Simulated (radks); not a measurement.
Valence configurations of Ca I (all share [Ar]). Calculated with a radial shooting solver on a logarithmic mesh with Libxc functionals: Dirac Kohn-Sham, BLYP, spin-unpolarised, spherical densities, finite nucleus; open shells fill j = l - 1/2 first; Fermi nuclear charge, rms radius 3.4776 fm. Energies are relative to 4s2; eigenvalues in eV.

valence      E (eV)  e(3d3/2)  e(4p1/2)  e(4s1/2)
4s2           0.000         -         -    -3.614
3d0.5 4s1.5   1.043    -0.990         -    -3.313
4s1.5 4p0.5   1.207         -    -1.521    -3.980
3d1 4s1       2.274    -0.665         -    -3.228
4s1 4p1       2.458         -    -1.764    -4.309

NIST lists [Ar] 4s2 as the ground configuration; this level of theory agrees among the configurations tried. The energies are those of spherical spin-averaged densities, not of single terms.
